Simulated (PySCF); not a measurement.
A run, input to output

The script drives PySCF SCF with an in-house response code with single-precision fitted integrals, so total energies wander by about 1e-6 Eh between cycles (the fitting error itself is about 1e-3 Eh and cancels in differences); atoms count from 0. Kgrid is the grid level of the response kernel; vcut the energy (Eh) above which virtual orbitals leave the response; delta the states run by ΔSCF (the anion only where the lumo is low enough to bind); pop asks for populations, which are stored and not printed; grid is the SCF grid level (2 if not given).

The basis has no diffuse functions, so the polarisability comes out too low.

Job and coordinates (Å):

```
{"job": {"kind": "uv", "basis": "6-31G*", "grid": 1, "kgrid": 0, "vcut": null, "nstates": 5, "ntriplets": 2, "tda": false, "delta": ["ip_vertical"], "pop": false, "xc": "PBE"}, "charge": 0, "multiplicity": 1}
C     -7.547291     0.713299    -0.284468
C     -6.896364    -0.670599    -0.227632
C     -5.402289    -0.561600    -0.165831
C     -4.746265    -0.478542     1.055673
C     -3.370477    -0.374976     1.096845
F     -2.774962    -0.292058     2.302151
C     -2.578830    -0.329367    -0.050645
C     -1.113001    -0.222736     0.008778
C     -0.383447    -1.044173     0.866506
C      0.989467    -0.936224     0.908649
F      1.682388    -1.744383     1.727992
C      1.694034    -0.016688     0.123943
C      3.094213     0.087852     0.182112
C      4.297264     0.180707     0.231125
C      5.698907     0.287760     0.289146
C      6.426974    -0.531910     1.153358
C      7.800051    -0.415081     1.198391
F      8.491195    -1.206727     2.030213
C      8.490805     0.499997     0.404954
Cl    10.205553     0.628783     0.474615
C      7.737543     1.305373    -0.448276
F      8.367404     2.196172    -1.226789
C      6.363521     1.213535    -0.517109
C      0.929326     0.793878    -0.722185
F      1.562190     1.697838    -1.488308
C     -0.443376     0.700221    -0.792685
C     -3.272693    -0.395476    -1.258869
F     -2.575357    -0.377967    -2.411137
C     -4.646032    -0.513864    -1.329893
H     -7.286895     1.292455     0.597927
H     -8.628844     0.614047    -0.327886
H     -7.213027     1.256119    -1.165061
H     -7.260048    -1.200090     0.653981
H     -7.184123    -1.238020    -1.113796
H     -5.296353    -0.498621     1.983112
H     -0.871352    -1.773452     1.493126
H      5.928504    -1.251817     1.782718
H      5.816029     1.854203    -1.189896
H     -0.978948     1.352866    -1.463225
H     -5.115398    -0.576913    -2.298851
```

Command:

```bash
OMP_NUM_THREADS=2 python large_run.py task.json out
```

What does the program print?


```
start: PBE on a coarse grid of 36937 points
cycle   1  E = -1902.1924640945  dE =  4.931e+00  |g| = 1.254e+00  |ddm| = 8.369e+00
cycle   2  E = -1901.5270551940  dE =  6.654e-01  |g| = 2.190e+00  |ddm| = 4.048e+00
cycle   3  E = -1902.4396330855  dE = -9.126e-01  |g| = 5.311e-01  |ddm| = 2.949e+00
cycle   4  E = -1902.5037191201  dE = -6.409e-02  |g| = 2.377e-01  |ddm| = 9.484e-01
cycle   5  E = -1902.5168366625  dE = -1.312e-02  |g| = 8.486e-02  |ddm| = 2.901e-01
cycle   6  E = -1902.5183010518  dE = -1.464e-03  |g| = 3.802e-02  |ddm| = 1.351e-01
cycle   7  E = -1902.5186549729  dE = -3.539e-04  |g| = 1.214e-02  |ddm| = 5.625e-02
cycle   8  E = -1902.5186904206  dE = -3.545e-05  |g| = 4.929e-03  |ddm| = 1.977e-02
final grid: 165425 points
cycle   9  E = -1902.2967663862  dE = -4.111e-05  |g| = 3.029e-02  |ddm| = 2.176e-01
cycle  10  E = -1902.2959890964  dE =  7.773e-04  |g| = 6.613e-02  |ddm| = 1.243e-01
cycle  11  E = -1902.2969482568  dE = -9.592e-04  |g| = 9.646e-03  |ddm| = 9.366e-02
cycle  12  E = -1902.2969735569  dE = -2.530e-05  |g| = 3.588e-03  |ddm| = 1.474e-02
cycle  13  E = -1902.2969785814  dE = -5.025e-06  |g| = 7.686e-04  |ddm| = 5.031e-03
cycle  14  E = -1902.2969753328  dE =  3.249e-06  |g| = 4.618e-04  |ddm| = 1.119e-03
cycle  15  E = -1902.2969754538  dE = -1.210e-07  |g| = 1.262e-04  |ddm| = 5.705e-04
cycle  16  E = -1902.2969758380  dE = -3.842e-07  |g| = 3.406e-05  |ddm| = 4.545e-04
converged SCF energy = -1902.2969758380
Vertical ionisation energy (delta-SCF) = 7.0366 eV   <S^2> = 0.751

Static polarisability (au): isotropic 317.821, principal 113.000 206.454 634.010

Singlet excitations
state   eV       nm        f      main configurations
  1   3.3872    366.0   1.37636   H->L 0.94
  2   3.6785    337.1   0.00187   H-1->L 0.83, H-2->L 0.15
  3   3.7606    329.7   0.00637   H-3->L 0.68, H->L+1 0.32
  4   3.8745    320.0   0.00996   H-2->L 0.74, H-1->L 0.13, H->L+4 0.10
  5   3.9391    314.8   0.00517   H-4->L 0.84, H->L+2 0.12

Triplet excitations (Tamm-Dancoff, eV): 2.5789 3.4622
```

Roughly how long does this take on 2 threads of Arm Neoverse N1 (shared host), and how large is the basis?

About 47 s of wall time, peak memory 1.3 GiB; 432 basis functions and 1544 fitting functions.
